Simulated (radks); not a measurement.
All-electron atom: Ho+ in [Kr] 4d10 4f11 5p6 6s1 7s2 (not the ground configuration). Method: Dirac Kohn-Sham, PBE, spin-unpolarised, spherical densities, point nucleus; open shells fill j = l - 1/2 first; computed with a radial shooting solver on a logarithmic mesh with Libxc functionals.

Unscreened Slater integrals over Kohn-Sham orbitals (eV). Large and small components are both included.

integral,value
"F0(7s1/2,7s1/2)",3.8694
"F0(7s1/2,6s1/2)",4.7260
"G0(7s1/2,6s1/2)",0.29158
"F0(7s1/2,4f7/2)",5.2446
"G3(7s1/2,4f7/2)",0.10610
"F0(7s1/2,4f5/2)",5.2475
"G3(7s1/2,4f5/2)",0.10442
"F0(6s1/2,6s1/2)",8.1644
"F0(6s1/2,4f7/2)",10.627
"G3(6s1/2,4f7/2)",0.48587
"F0(6s1/2,4f5/2)",10.639
"G3(6s1/2,4f5/2)",0.47604
"F0(4f7/2,4f7/2)",31.642
"F2(4f7/2,4f7/2)",14.795
"F4(4f7/2,4f7/2)",9.2319
"F6(4f7/2,4f7/2)",6.6271
"F0(4f7/2,4f5/2)",31.873
"F2(4f7/2,4f5/2)",14.912
"F4(4f7/2,4f5/2)",9.3071
"G2(4f7/2,4f5/2)",14.874
"G4(4f7/2,4f5/2)",9.2848
"G6(4f7/2,4f5/2)",6.6660
"F0(4f5/2,4f5/2)",32.109
"F2(4f5/2,4f5/2)",15.033
"F4(4f5/2,4f5/2)",9.3853
